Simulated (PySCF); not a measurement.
CdClF, SMILES [F][Cd][Cl] at its PBE0/def2-SVP optimised geometry (Å):

```
3

Cd     0.1713     0.0005     0.0000
F      2.0961     0.0005     0.0000
Cl    -2.0961    -0.0005    -0.0020
```

Computed with PBE0/def2-TZVP, def2 effective core potentials past Kr run with PySCF 2.14.0. The core electrons that the potentials of Cd replace are not part of the density. Cells within 0.4 Å of a nucleus heavier than hydrogen are left out (blank, or x).

Map of the electrostatic potential (hartree/e), clipped to [-0.08, 0.12] on the plane z = 0.0 Å:

```
|33333333333334444333333333333|
|33333333333444444443333333333|
|33333333334444444443333333333|
|33333333334444444444333333333|
|33333333334444444444333333333|
|33333333334445555444333333333|
|33333333334455555544333322222|
|33332223334556666554332222222|
|33222222334567887654322222222|
|33222222334689999864221111222|
|32222345556799999974210001122|
|32234699999999999995310000112|
|33336999999999999999996000112|
|3334999xx99999xx9999xx9400011|
|3335999xx99999xx9999xx9700011|
|3334999xx99999xx9999xx9400011|
|33336999999999999999996000112|
|32234699999999999995310000112|
|32222345556799999974210001122|
|33222222334689999864221111222|
|33222222334567887654322222222|
|33332223334556666554332222222|
|33333333334455555544333322222|
|33333333334445555444333333333|
|33333333334444444444333333333|
|33333333334444444444333333333|
|33333333334444444443333333333|
|33333333333444444443333333333|
|33333333333334444333333333333|
```
Scale: ten equal steps from -0.066 (start of '0') to 0.120 (end of '9'), in the order '0123456789'; x runs from -4.50 to 4.50, y from -4.50 (bottom) to 4.50 (top).
